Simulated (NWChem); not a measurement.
System: C3H8N2; SMILES C1NCC1N

NWChem input:

```
start job
memory heap 200 mb stack 900 mb global 1100 mb
geometry units angstroms noautosym nocenter noautoz
  N      0.088448     1.731547    -0.379801
  C     -0.010392     0.580380     0.505470
  C      1.055926    -0.499761     0.190355
  N      0.021881    -1.269248    -0.544164
  C     -1.052669    -0.533189     0.162606
  H      0.082895     1.410926    -1.348202
  H     -0.731216     2.327704    -0.269525
  H     -0.035661     0.939598     1.538413
  H      1.437981    -0.987779     1.100328
  H      1.905942    -0.172048    -0.420529
  H      0.033881    -2.276210    -0.397922
  H     -1.903005    -0.244043    -0.469988
  H     -1.437634    -1.034720     1.065465
end
basis spherical
  N library def2-svp
  C library def2-svp
  H library def2-svp
end
dft
  xc m06-2x
  iterations 150
end
cosmo
  dielec 37.5
end
task dft energy
```

NWChem printed, in part:

```
             Northwest Computational Chemistry Package (NWChem) 7.3.0
             --------------------------------------------------------

                             Geometry "geometry" -> ""
                             -------------------------

 Output coordinates in angstroms (scale by  1.889725989 to convert to a.u.)

  No.       Tag          Charge          X              Y              Z
 ---- ---------------- ---------- -------------- -------------- --------------
    1 N                    7.0000     0.08844800     1.73154700    -0.37980100
    2 C                    6.0000    -0.01039200     0.58038000     0.50547000
    3 C                    6.0000     1.05592600    -0.49976100     0.19035500
    4 N                    7.0000     0.02188100    -1.26924800    -0.54416400
    5 C                    6.0000    -1.05266900    -0.53318900     0.16260600
    6 H                    1.0000     0.08289500     1.41092600    -1.34820200
    7 H                    1.0000    -0.73121600     2.32770400    -0.26952500
    8 H                    1.0000    -0.03566100     0.93959800     1.53841300
    9 H                    1.0000     1.43798100    -0.98777900     1.10032800
   10 H                    1.0000     1.90594200    -0.17204800    -0.42052900
   11 H                    1.0000     0.03388100    -2.27621000    -0.39792200
   12 H                    1.0000    -1.90300500    -0.24404300    -0.46998800
   13 H                    1.0000    -1.43763400    -1.03472000     1.06546500

 Effective nuclear repulsion energy (a.u.)     188.2551887110

                                 NWChem DFT Module
                                 -----------------

 Summary of "ao basis" -> "ao basis" (spherical)
 ------------------------------------------------------------------------------
       Tag                 Description            Shells   Functions and Types
 ---------------- ------------------------------  ------  ---------------------
 N                          def2-svp                 6       14   3s2p1d
 C                          def2-svp                 6       14   3s2p1d
 H                          def2-svp                 3        5   2s1p

 in cosmo_initialize ...

 solvent parameters
 solvname_short: unkn
 solvname_long:  unknown
 dielec:       37.5000

          ---------------
          -cosmo- solvent
          ---------------
 Cosmo: York-Karplus, doi: 10.1021/jp992097l
 dielectric constant -eps-     =  37.50
 screen = (eps-1)/(eps    )    =   0.97333
 surface charge correction     = lagrangian

   van der Waals surface
 --------------------------

 ---------- ATOMIC COORDINATES (A.U.) ------------ VDWR(ANG.) --
     1    0.16714248    3.27214937   -0.71771982     1.830
     2   -0.01963803    1.09675917    0.95519980     2.000
     3    1.99541080   -0.94441135    0.35971879     2.000
     4    0.04134909   -2.39853093   -1.02832085     1.830
     5   -1.98925597   -1.00758111    0.30728078     2.000
     6    0.15664884    2.66626353   -2.54773236     1.300
     7   -1.38179788    4.39872274   -0.50932840     1.300
     8   -0.06738952    1.77558276    2.90717903     1.300
     9    2.71739007   -1.86663165    2.07931842     1.300
    10    3.60170813   -0.32512358   -0.79468458     1.300
    11    0.06402581   -4.30141319   -0.75196354     1.300
    12   -3.59615800   -0.46117440   -0.88814854     1.300
    13   -2.71673433   -1.95533727    2.01343690     1.300
 number of segments per atom =         32
 number of   points per atom =         32
 atom (   nspa,  nppa )
 ----------------------
    1 (     18,     0 )       0
    2 (     10,     0 )       0
    3 (     15,     0 )       0
    4 (     12,     0 )       0
    5 (     15,     0 )       0
    6 (     16,     0 )       0
    7 (     17,     0 )       0
    8 (     14,     0 )       0
    9 (     14,     0 )       0
   10 (     15,     0 )       0
   11 (     16,     0 )       0
   12 (     15,     0 )       0
   13 (     14,     0 )       0
 number of -cosmo- surface points =      191
 molecular surface =    114.926 angstrom**2
 molecular volume  =     94.710 angstrom**3
 G(cav/disp)       =      1.435 kcal/mol
 -lineq- algorithm             =   0
 -bem- low  level              =   2
 -bem- from -octahedral-
 gaussian surface charge width =   4.50000
 degree of switching           =   1.00000
 switching function tolerance  =   0.00010
 atomic radii =
 --------------
    1  7.000  1.830
    2  6.000  2.000
    3  6.000  2.000
    4  7.000  1.830
    5  6.000  2.000
    6  1.000  1.300
    7  1.000  1.300
    8  1.000  1.300
    9  1.000  1.300
   10  1.000  1.300
   11  1.000  1.300
   12  1.000  1.300
   13  1.000  1.300
 ...... end of -cosmo- initialization ......

            General Information
            -------------------
          SCF calculation type: DFT
          Wavefunction type:  closed shell.
          No. of atoms     :    13
          No. of electrons :    40
           Alpha electrons :    20
            Beta electrons :    20
          Charge           :     0
          Spin multiplicity:     1
          Use of symmetry is: off; symmetry adaption is: off
          Maximum number of iterations: 150
          AO basis - number of functions:   110
                     number of shells:    54
          Convergence on energy requested:  1.00D-06
          Convergence on density requested:  1.00D-05
          Convergence on gradient requested:  5.00D-04

              XC Information
              --------------
                       M06-2X Method XC Functional
                     Hartree-Fock (Exact) Exchange  0.540
                        M06-2X Exchange Functional  1.000
                      M06-2X Correlation Potential  1.000

             Grid Information
             ----------------
          Grid used for XC integration:  medium
          Radial quadrature: Mura-Knowles
          Angular quadrature: Lebedev.
          Tag              B.-S. Rad. Rad. Pts. Rad. Cut. Ang. Pts.
          ---              ---------- --------- --------- ---------
          N                   0.65       49          11.0       434
          C                   0.70       49          10.0       434
          H                   0.35       45          12.0       434
          Grid pruning is: on
          Number of quadrature shells:   605
          Spatial weights used:  Erf1

      Superposition of Atomic Density Guess
      -------------------------------------

 Sum of atomic energies:        -225.35702683

      Non-variational initial energy
      ------------------------------

 Total energy =    -228.774957
 1-e energy   =    -675.841627
 2-e energy   =     258.811481
 HOMO         =      -0.281982
 LUMO         =       0.091079

   convergence    iter        energy       DeltaE   RMS-Dens  Diis-err
 ---------------- ----- ----------------- --------- --------- ---------
     COSMO gas phase
 d= 0,ls=0.0,diis     1   -228.2514328208 -4.17D+02  7.04D-03  3.65D-01
 d= 0,ls=0.0,diis     2   -228.2870230110 -3.56D-02  3.11D-03  1.58D-01
 d= 0,ls=0.0,diis     3   -228.3015822873 -1.46D-02  7.83D-04  1.92D-02
 d= 0,ls=0.0,diis     4   -228.3036788592 -2.10D-03  1.96D-04  2.03D-04
 d= 0,ls=0.0,diis     5   -228.3037060306 -2.72D-05  5.02D-05  3.52D-05
  Resetting Diis
 d= 0,ls=0.0,diis     6   -228.3037099799 -3.95D-06  2.20D-05  4.69D-06
 d= 0,ls=0.0,diis     7   -228.3037105786 -5.99D-07  6.62D-06  1.14D-07

   convergence    iter        energy       DeltaE   RMS-Dens  Diis-err
 ---------------- ----- ----------------- --------- --------- ---------
     COSMO solvation phase
 d= 0,ls=0.0,diis     1   -228.3128577880 -9.15D-03  1.57D-03  4.10D-03
 d= 0,ls=0.0,diis     2   -228.3137719764 -9.14D-04  2.93D-04  8.51D-04
 d= 0,ls=0.0,diis     3   -228.3138549965 -8.30D-05  1.47D-04  2.44D-04
 d= 0,ls=0.0,diis     4   -228.3138853381 -3.03D-05  3.80D-05  1.25D-05
 d= 0,ls=0.0,diis     5   -228.3138870125 -1.67D-06  1.30D-05  6.30D-07
 d= 0,ls=0.0,diis     6   -228.3138871115 -9.90D-08  4.45D-06  1.67D-07

         Total DFT energy =     -228.313887111498
      One electron energy =     -680.891017949075
           Coulomb energy =      297.158237369606
    Exchange-Corr. energy =      -32.968757645490
 Nuclear repulsion energy =      188.255188710991

             COSMO energy =        0.132462402470

 Numeric. integr. density =       40.000004578727

                                   COSMO solvation results
                                   -----------------------

                 gas phase energy =      -228.303710578600
                 sol phase energy =      -228.313887111498
 (electrostatic) solvation energy =         0.010176532898 (    6.39 kcal/mol)

                       DFT Final Molecular Orbital Analysis
                       ------------------------------------

 Vector   18  Occ=2.000000D+00  E=-3.808825D-01
              MO Center=  1.1D-01, -3.1D-02,  1.1D-01, r^2= 2.8D+00
   Bfn.  Coefficient  Atom+Function         Bfn.  Coefficient  Atom+Function
  ----- ------------  ---------------      ----- ------------  ---------------
    18      0.260383   2 C  px               32     -0.256620   3 C  px
    33      0.216489   3 C  py               19     -0.212378   2 C  py
    60     -0.202369   5 C  px              101      0.180005  12 H  s
     5     -0.170385   1 N  py               47      0.157824   4 N  py
    46     -0.144920   4 N  px               96      0.138471  11 H  s

 Vector   19  Occ=2.000000D+00  E=-3.022546D-01
              MO Center=  3.8D-02,  8.5D-01, -1.9D-01, r^2= 2.9D+00
   Bfn.  Coefficient  Atom+Function         Bfn.  Coefficient  Atom+Function
  ----- ------------  ---------------      ----- ------------  ---------------
     4      0.374549   1 N  px                7     -0.325252   1 N  px
     5      0.219566   1 N  py                8     -0.213931   1 N  py
    61     -0.203592   5 C  py               18      0.172978   2 C  px
    48      0.173023   4 N  pz               59     -0.171294   5 C  s
     3     -0.166354   1 N  s               106      0.152243  13 H  s

 Vector   20  Occ=2.000000D+00  E=-2.905186D-01
              MO Center=  1.8D-02, -6.6D-01, -3.5D-01, r^2= 2.7D+00
   Bfn.  Coefficient  Atom+Function         Bfn.  Coefficient  Atom+Function
  ----- ------------  ---------------      ----- ------------  ---------------
    48      0.462398   4 N  pz               51     -0.398163   4 N  pz
    45      0.188833   4 N  s                86      0.170750   9 H  s
     4     -0.155332   1 N  px               62      0.153104   5 C  pz
    34      0.143231   3 C  pz              101     -0.138286  12 H  s
     3      0.133451   1 N  s                 7      0.130026   1 N  px

 Vector   21  Occ=0.000000D+00  E= 9.627593D-02
              MO Center= -1.4D-01, -4.2D-01,  4.6D-01, r^2= 7.4D+00
   Bfn.  Coefficient  Atom+Function         Bfn.  Coefficient  Atom+Function
  ----- ------------  ---------------      ----- ------------  ---------------
    59      0.853571   5 C  s                31      0.806572   3 C  s
    87     -0.802399   9 H  s               107     -0.796415  13 H  s
    82     -0.707154   8 H  s                97     -0.665527  11 H  s
     3      0.605434   1 N  s                17      0.533616   2 C  s
    45      0.483248   4 N  s                77     -0.480686   7 H  s

 Vector   22  Occ=0.000000D+00  E= 1.202915D-01
              MO Center= -3.6D-01, -4.2D-02, -2.5D-01, r^2= 7.4D+00
   Bfn.  Coefficient  Atom+Function         Bfn.  Coefficient  Atom+Function
  ----- ------------  ---------------      ----- ------------  ---------------
    45     -1.060117   4 N  s                17      1.014400   2 C  s
     3      0.917791   1 N  s                97      0.826185  11 H  s
    77     -0.776492   7 H  s                72     -0.532633   6 H  s
    65     -0.499494   5 C  pz               22     -0.459898   2 C  py
    31     -0.428857   3 C  s                37     -0.423862   3 C  pz

 Vector   23  Occ=0.000000D+00  E= 1.349804D-01
              MO Center=  1.9D-02,  3.5D-01,  1.1D-01, r^2= 6.7D+00
   Bfn.  Coefficient  Atom+Function         Bfn.  Coefficient  Atom+Function
  ----- ------------  ---------------      ----- ------------  ---------------
    82      1.221438   8 H  s                17     -1.028681   2 C  s
    72     -0.784440   6 H  s                92     -0.780456  10 H  s
   102     -0.780269  12 H  s                45      0.621893   4 N  s
    23     -0.517101   2 C  pz               36      0.460829   3 C  py
    64      0.447739   5 C  py                3      0.428649   1 N  s

     Multipole analysis of the density
     ---------------------------------

     L   x y z        total         alpha         beta         nuclear
     -   - - -        -----         -----         ----         -------
     0   0 0 0     -0.000000    -20.000000    -20.000000     40.000000

     1   1 0 0     -0.567234     -0.361734     -0.361734      0.156235
     1   0 1 0     -0.362700     -0.638759     -0.638759      0.914818
     1   0 0 1      0.473292      0.727152      0.727152     -0.981012

     2   2 0 0    -23.100117    -56.777415    -56.777415     90.454713
     2   1 1 0     -2.778747     -0.587230     -0.587230     -1.604288
     2   1 0 1      0.263296      0.150689      0.150689     -0.038083
     2   0 2 0    -22.715707   -106.166894   -106.166894    189.618081
     2   0 1 1     -1.770565      1.400531      1.400531     -4.571627
     2   0 0 2    -23.502021    -33.446327    -33.446327     43.390632
```

Level: M06-2X/def2-SVP, COSMO on the gas-phase geometry. Geometry: optimised at B3LYP/6-31G* (spherical d). COSMO prints the solvation energy as gas minus solution, so a positive value is a stabilisation.
